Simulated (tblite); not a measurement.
What does the GFN2-xTB structure of InChI=1S/C9H13N/c1-8(2)10-9-6-4-3-5-7-9/h3-8,10H,1-2H3/p+1 look like in three dimensions? (Charge +1.)

```
atom  x, y, z in Å
C1    -3.0467   -0.4032   -0.3395
C2    -1.6561    0.2029   -0.2621
C3    -1.5726    1.3315    0.7486
N4    -0.6844   -0.8879    0.1318
C5     0.7334   -0.5183    0.0051
C6     1.4563   -0.1765    1.1354
C7     2.7883    0.1816    1.0004
C8     3.3802    0.1982   -0.2520
C9     2.6466   -0.1463   -1.3763
C10    1.3157   -0.5087   -1.2521
H11   -3.3644   -0.7834    0.6290
H12   -3.7587    0.3582   -0.6438
H13   -3.0941   -1.2075   -1.0705
H14   -1.3408    0.5588   -1.2474
H15   -1.8905    0.9987    1.7344
H16   -2.2308    2.1388    0.4424
H17   -0.5642    1.7322    0.8120
H18   -0.8759   -1.7089   -0.4556
H19   -0.8779   -1.1434    1.1088
H20    0.9951   -0.1932    2.1118
H21    3.3596    0.4444    1.8760
H22    4.4171    0.4760   -0.3524
H23    3.1083   -0.1378   -2.3507
H24    0.7448   -0.7866   -2.1255
```

Orientation and origin are arbitrary. Atoms count from 1 in this order. Of the pairs four or more bonds apart, C5···H17 is among the closest relative to their van der Waals radii: 2.72 Å, 94 % of the sum of Bondi's values. C8 (aromatic CH carbon) is planar (angles 120.3°, 119.9° and 119.8°, sum 360.0°, 0.00 Å off the plane of its three neighbours). C5 (aromatic carbon bearing nitrogen) is planar (angles 121.3°, 119.7° and 119.0°, sum 360.0°, 0.00 Å off the plane of its three neighbours). C7 (aromatic CH carbon) is planar (angles 120.3°, 120.1° and 119.6°, sum 360.0°, 0.00 Å off the plane of its three neighbours).

Bonds between heavy atoms (Å): C1–C2 1.519, C2–C3 1.517, C2–N4 1.513, N4–C5 1.471, C5–C6 1.385, C6–C7 1.386, C7–C8 1.385, C8–C9 1.386, C9–C10 1.385, C5–C10 1.386.

The geometry is computed with GFN2-xTB (gas phase).

Point group: C1 (no symmetry element, even within 0.4 Å). Its GFN2-xTB frequencies are all real (lowest 44 cm⁻¹). Torsions: C1–C2–N4–C5 169°, C2–N4–C5–C6 102°. 3 starts were optimised and ended at 0.00, 0.01 and 1.37 kcal/mol (GFN2-xTB); the lowest of these is shown.

Time: 3.8 s wall. Hardware: Intel Xeon at 2.50 GHz, one thread, on a shared host. This is the geometry optimisation.

One conformer stands for the species.
